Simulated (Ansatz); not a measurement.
Reaction (ligand exchange at the Si–N bond): `C=N[SiH2]N[SiH3]` + HBr → `[SiH3]N[SiH2]Br` + `C=N`

Gas-phase electronic energies from Ansatz, PBE0-D4/def2-TZVP geometries. CBS: MP2 limit from def2 TZ/QZ plus the TZ coupled-cluster correction, frozen cores. This one scheme is used for every species. Functionals use def2-TZVPP. For Br outer-core shells are correlated without core-valence functions, which leaves a few kJ/mol of doubt a bond. Scalar relativity is left out up to krypton. One conformer a species, not always the lowest.

`C=N[SiH2]N[SiH3]`:

Z-matrix (Å, degrees):
```
Si
N 1 1.745
N 1 1.716 2 111.7
H 1 1.492 2 110.4 3 120.0
H 1 1.483 2 106.0 3 -119.0
C 2 1.257 1 123.3 3 -122.0
Si 3 1.727 1 127.6 2 89.0
H 3 1.011 1 115.5 2 -80.7
H 6 1.103 2 124.1 1 0.0
H 6 1.097 2 120.6 1 180.0
H 7 1.488 3 111.4 1 127.7
H 7 1.489 3 112.4 1 -111.7
H 7 1.485 3 106.9 1 8.0
```

HBr:

```xyz
2

Br    0.332    0.574   -0.254
H    -0.332   -0.574    0.254
```

`[SiH3]N[SiH2]Br`:

Cartesian coordinates in Å:
```
Si -0.870 0.290 1.287
N 0.285 0.619 0.035
Si 0.613 -0.335 -1.344
Br 2.027 -2.018 -0.939
H -1.771 -0.765 0.763
H -0.225 -0.184 2.540
H -1.646 1.517 1.607
H 0.969 1.336 0.238
H -0.644 -0.959 -1.806
H 1.263 0.496 -2.381
```

`C=N`:

Cartesian coordinates in Å:
```
C 0.382 -0.068 0.043
N -0.631 0.237 -0.643
H 0.367 -0.299 1.114
H 1.356 -0.110 -0.447
H -1.474 0.241 -0.067
```

```json
{"level": "revPBE-D4", "ΔE (eV)": "-0.60"}
{"level": "PBE", "ΔE (eV)": "-0.64"}
{"level": "BHLYP", "ΔE (eV)": "-0.60"}
{"level": "RPA@PBE/def2-TZVPP", "ΔE (eV)": "-0.56"}
```

Problem. What does CCSD(T)/CBS give? (Best estimate.)

Solution. Ansatz gave: -0.63 eV. The listed levels differ from it by 0.03, -0.01, 0.03, 0.07 eV.

Problem. What do rigid-rotor, harmonic-oscillator terms from PBE0-D4/def2-TZVP frequencies (298.15 K, 1 bar) make of the CCSD(T)/CBS value? (Best estimate.)

Solution. Computed: ΔZPE = +0.12 eV, ΔH = -0.52 eV, ΔS = 14 J/(mol·K), ΔG = -0.57 eV. Modes under 50 cm⁻¹ make the entropy rough.

Largest T1 diagnostic among the species: 0.012.

Leaving LDA and LC-ωPBE aside and taking each functional with its dispersion term where it has one, the values, not all of them listed here, spread over 0.10 eV, from HSE06-D4 to CAM-B3LYP-D4. LDA lies +0.09 eV from PBE without D4. At CCSD(T), def2-SVP lies +0.04 eV from the extrapolated value and def2-TZVPP +0.04 eV.
